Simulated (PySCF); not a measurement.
**Electron correlation in Gd⁺ (gadolinium, charge +1)**

[Xe] 4f8 6s1, 6s spin antiparallel (an excited configuration). Calculation: PySCF 2.14, in cc-pVDZ-X2C (8s7p5d3f1g, 84 functions); the spin-free X2C one-electron Hamiltonian (Gaussian nucleus). Frozen: [Kr] 4d10; 17 electrons correlated.

MP2 pair energies summed by pair of shells (mhartree):

```json
{"pair": "4f-4f", "energy": "-160.45", "share (%)": "30.8"}
{"pair": "4f-5p", "energy": "-153.50", "share (%)": "29.4"}
{"pair": "5p-5p", "energy": "-116.37", "share (%)": "22.3"}
{"pair": "5s-5p", "energy": "-30.61", "share (%)": "5.9"}
{"pair": "4f-5s", "energy": "-30.08", "share (%)": "5.8"}
{"pair": "5p-6s", "energy": "-16.95", "share (%)": "3.2"}
{"pair": "4f-6s", "energy": "-7.05", "share (%)": "1.4"}
{"pair": "5s-5s", "energy": "-5.83", "share (%)": "1.1"}
{"pair": "5s-6s", "energy": "-0.86", "share (%)": "0.2"}
```

Total MP2 correlation energy: -521.69 mhartree.

Same-spin part -230.11 and opposite-spin part -291.58 mhartree; SCS-MP2 scales them by 1/3 and 6/5 to -426.60 mhartree.
